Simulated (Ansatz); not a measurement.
Calculated with Ansatz (gas phase, PBE0-D4/def2-TZVP geometries, no zero-point term in ΔE). CCSD(T)/CBS is the MP2 limit (def2-TZVPP, def2-QZVPP) plus CCSD(T) − MP2 in def2-TZVPP, frozen cores. This one scheme is used for every species. Functionals use def2-TZVPP. B3LYP here is the variant with VWN-RPA as its local correlation; programs differ in this. Each species was taken in one conformer, which may not be the lowest.

Consider the formal exchange of groups at the Si–C bond: `[SiH3]C[SiH]1CC1` + `CF` → `FC[SiH]1CC1` + `C[SiH3]`.

(1) Is it downhill or uphill in electronic energy at CCSD(T)/CBS, and by how much? (Estimate.)

(2) What do these levels give: PBE, B3LYP, HF/def2-TZVPP, MP2/def2-TZVPP, CCSD/def2-TZVPP, HF/CBS(def2)? (Estimate.)

Largest T1 diagnostic among the species: 0.011.

## Answers

(1) Ansatz gave: Uphill: ΔE = +6.5 kcal/mol.

(2) Computed: PBE 3.9, B3LYP 3.9, HF/def2-TZVPP 5.9, MP2/def2-TZVPP 7.4, CCSD/def2-TZVPP 6.4, HF/CBS(def2) 6.0 kcal/mol.

From PBE to PBE0 (25 % exact exchange), in def2-TZVPP and without D4, ΔE moves by +1.1 kcal/mol. The D4 term adds +1.6 kcal/mol with B3LYP and +0.9 kcal/mol with PBE0; it sums over pairs of atoms, weighted by their polarisabilities, and B3LYP, whose exchange is more repulsive, gets the larger term.
